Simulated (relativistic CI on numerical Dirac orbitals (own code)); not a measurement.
# Slater and spin-orbit integrals, Pd XXIII

Method of calculation: Dirac-Coulomb-Breit CI, orbitals from a KLI potential per configuration, model QED (radiative potential, 1s self-energy scaled to tabulated hydrogen-like ionisation energies), unscaled Slater integrals (own radial code, finite nucleus).

Slater integrals F^k, G^k are unscaled and averaged over j, outside the closed core [Ne]; ζ comes from projecting the Hamiltonian with its Breit term on Σ l·s of the shell.

- 3s²3p⁶3d⁶: F^2(3d,3d) = 309610, F^4(3d,3d) = 198840, ζ(3d) = 20148 cm⁻¹; <r>(3d) = 0.3257, <r^2>(3d) = 0.1242 (bohr units).
- 3s²3p⁵3d⁷: ζ(3p) = 167060, F^2(3d,3d) = 308800, F^4(3d,3d) = 198290, F^2(3p,3d) = 278160, G^1(3p,3d) = 310440, G^3(3p,3d) = 202840, ζ(3d) = 19840 cm⁻¹; <r>(3p) = 0.3567, <r^2>(3p) = 0.147, <r>(3d) = 0.3264, <r^2>(3d) = 0.1248 (bohr units).
- 3s²3p⁴3d⁸: F^2(3p,3p) = 278630, ζ(3p) = 166930, F^2(3d,3d) = 307970, F^4(3d,3d) = 197730, F^2(3p,3d) = 277750, G^1(3p,3d) = 310340, G^3(3p,3d) = 202660, ζ(3d) = 19537 cm⁻¹; <r>(3p) = 0.3572, <r^2>(3p) = 0.1474, <r>(3d) = 0.3272, <r^2>(3d) = 0.1254 (bohr units).

(1) Give the Racah parameters of the d shell in 3s²3p⁶3d⁶.

Averages of the first 10 configurations, taken without configuration mixing, which lowers the lowest level and can move excited configurations by several eV; other configurations of the list can lie among them:

| Configuration | Parity | States | Average energy above the lowest level (eV) |
| --- | --- | --- | --- |
| 3s²3p⁶3d⁶ | even | 210 | 20.4 |
| 3s²3p⁵3d⁷ | odd | 720 | 209.9 |
| 3s²3p⁴3d⁸ | even | 675 | 403.5 |
| 3s3p⁶3d⁷ | even | 240 | 340.0 |
| 3p⁶3d⁸ | even | 45 | 665.4 |
| 3s3p⁵3d⁸ | odd | 540 | 528.4 |
| 3s²3p⁶3d⁵4s | even | 504 | 448.0 |
| 3s²3p⁶3d⁵4p | odd | 1512 | 493.3 |
| 3s²3p⁶3d⁵4d | even | 2520 | 559.6 |
| 3s²3p⁴3d⁷4s | even | 3600 | 822.1 |

Answers

(1) B = F²/49 − 5F⁴/441 = 4064 cm⁻¹ and C = 35F⁴/441 = 15781 cm⁻¹.
